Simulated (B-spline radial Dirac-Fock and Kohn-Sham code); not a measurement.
# How the binding energies of Ta add up

System: the free tantalum atom in the configuration [Xe] 4f14 5d5 (an excited configuration); nuclear rms radius 5.3507 fm (A = 181).

Calculated with a radial B-spline solver, using Dirac-Fock energy differences between relaxed states, corrected for Breit and QED terms. Correlation and solid-state effects are left out. Energies are counted from the vacuum level.

All terms are in eV, carry their sign (relaxation lowers the binding energy) and add up to the binding energy; ⟨r⟩ is the mean radius of the orbital in the initial state.

| subshell | −ε (Koopmans) | relaxation | Breit | self-energy | vacuum polarisation | binding energy | ⟨r⟩ (bohr) |
| --- | --- | --- | --- | --- | --- | --- | --- |
| K (1s) | 67836.7 | -90.91 | -218.97 | -141.00 | 26.34 | 67412.2 | 0.019 |
| L1 (2s) | 11786.5 | -55.88 | -24.28 | -20.17 | 3.53 | 11689.7 | 0.078 |
| L2 (2p1/2) | 11238.7 | -60.30 | -40.22 | -0.06 | 0.14 | 11138.3 | 0.065 |
| L3 (2p3/2) | 9965.8 | -57.33 | -24.50 | -1.46 | -0.13 | 9882.4 | 0.073 |
| M1 (3s) | 2757.8 | -33.14 | -4.35 | -4.62 | 0.79 | 2716.5 | 0.204 |
| M2 (3p1/2) | 2515.4 | -34.13 | -7.48 | -0.11 | 0.03 | 2473.7 | 0.194 |
| M3 (3p3/2) | 2237.0 | -32.55 | -4.19 | -0.37 | -0.03 | 2199.8 | 0.208 |
| M4 (3d3/2) | 1833.3 | -35.19 | -3.20 | 0.32 | -0.04 | 1795.2 | 0.183 |
| M5 (3d5/2) | 1773.3 | -34.62 | -2.00 | 0.16 | -0.03 | 1736.8 | 0.187 |
| N1 (4s) | 591.0 | -15.52 | -0.88 | -1.11 | 0.19 | 573.7 | 0.459 |
| N2 (4p1/2) | 490.0 | -15.29 | -1.52 | -0.02 | 0.01 | 473.2 | 0.466 |
| N3 (4p3/2) | 425.2 | -14.19 | -0.74 | -0.08 | -0.01 | 410.2 | 0.497 |
| N4 (4d3/2) | 259.0 | -13.71 | -0.41 | 0.07 | -0.01 | 245.0 | 0.517 |
| N5 (4d5/2) | 246.9 | -13.33 | -0.16 | 0.04 | -0.01 | 233.4 | 0.528 |
| N6 (4f5/2) | 38.06 | -11.70 | 0.10 | 0.04 | 0.00 | 26.50 | 0.623 |
| N7 (4f7/2) | 35.87 | -11.47 | 0.18 | 0.03 | 0.00 | 24.61 | 0.633 |
| O1 (5s) | 83.49 | -5.06 | -0.12 | -0.18 | 0.03 | 78.16 | 1.124 |
| O2 (5p1/2) | 51.79 | -4.39 | -0.18 | 0.00 | 0.00 | 47.22 | 1.245 |
| O3 (5p3/2) | 42.62 | -3.84 | -0.07 | -0.01 | 0.00 | 38.71 | 1.349 |
| O4,5 (5d) | 4.82 | -1.39 | 0.00 | 0.00 | 0.00 | 3.43 | 2.564 |

For the deepest level, K (1s), the Breit terms make up -0.325 % of the binding energy, QED -0.170 % and orbital relaxation -0.135 %.

Spin-orbit splittings: 2p 1255.9 eV, 3p 273.8 eV, 3d 58.42 eV, 4p 62.95 eV, 4d 11.55 eV, 4f 1.89 eV, 5p 8.52 eV.
